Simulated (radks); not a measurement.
Values are calculated unless marked as measured or tabulated.
Q: The mean radii <r> (bohr) of the occupied orbitals of an atom or ion are listed with their occupations. Code: a radial shooting solver on a logarithmic mesh with Libxc functionals. Model: scalar-relativistic Kohn-Sham, PBE, spin-polarised, spherical densities, finite nucleus; Fermi nuclear charge, rms radius of each element as measured or else 0.836 A^(1/3) + 0.57 fm.

orbital  occ.      <r>
1s up       1  0.02074
1s down     1  0.02074
2s up       1  0.08809
2s down     1  0.08809
2p up       3  0.07806
2p down     3  0.07806
3s up       1   0.2299
3s down     1   0.2298
3p up       3   0.2289
3p down     3   0.2287
3d up       5   0.2079
3d down     5   0.2077
4s up       1   0.5186
4s down     1   0.5186
4p up       3   0.5494
4p down     3   0.5495
4d up       5   0.5935
4d down     5   0.5935
5s up       1    1.173
5s down     1    1.179
5p up       1    1.302
4f up       7   0.7224
4f down     3   0.7257

Name the element and its charge. Open shells, if any, are filled with parallel spins first.

A: Z = 67, holmium, charge +8: Ho8+ in [Kr] 4d10 4f10 5s2 5p1. The 1s radius gives Z: for a bare nucleus <r> = (2 gamma + 1)/(2Z) with gamma = sqrt(1 - (Z/c)^2), 0.02048 bohr for Z = 67, and screening makes it slightly larger (0.02074 here). The occupations add up to 59, and the charge is Z minus that.
